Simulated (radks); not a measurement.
Excited configurations of the gallium ion Ga2+: one electron is placed in a higher orbital outside [Ar] 3d10. The ground configuration is [Ar] 3d10 4s1. All-electron calculation, scalar-relativistic Kohn-Sham, SCAN, spin-unpolarised, spherical densities, finite nucleus; meta-GGA in the generalised Kohn-Sham scheme; Fermi nuclear charge, rms radius 3.9973 fm. Program: a radial shooting solver on a logarithmic mesh with Libxc functionals. Excitation = E - E(ground); binding = E(ion) - E, where the ion is the core of charge +3; n* = 3/sqrt(2 binding) in atomic units, and the quantum defect is n - n*.

\begin{tabular}{lrrrrr}
outer orbital & excitation (eV) & binding (eV) & n* & quantum defect & <r> (bohr) \\ \hline
4d & 18.240 & 12.547 & 3.124 & 0.876 & 3.870 \\
4f & 23.289 & 7.498 & 4.041 & -0.041 & 6.035 \\
5s & 17.231 & 13.556 & 3.006 & 1.994 & 4.609 \\
5p & 19.906 & 10.881 & 3.355 & 1.645 & 5.393 \\
5d & 23.477 & 7.310 & 4.093 & 0.907 & 7.458 \\
5f & 25.846 & 4.941 & 4.978 & 0.022 & 10.44 \\
6p & 24.293 & 6.494 & 4.342 & 1.658 & 9.233 \\
6f & 27.318 & 3.469 & 5.942 & 0.058 & 15.85 \\
7p & 26.447 & 4.340 & 5.312 & 1.688 & 14.07 \\
7d & 27.414 & 3.373 & 6.025 & 0.975 & 17.56 \\
7f & 28.202 & 2.585 & 6.883 & 0.117 & 22.25 \\
\end{tabular}

The Delta-SCF ionisation energy is 30.787 eV (NIST Atomic Spectra Database: 30.726 eV, measured). Self-interaction in the functional shifts the binding energies and quantum defects, so they are the method's values and not measured ones. Spin polarisation and multiplet splitting are left out, so open shells lie too high by an amount that depends on their filling.

Beside tabulated values, note that spin-unpolarised runs miss the spin-polarisation part of the exchange energy of open shells.
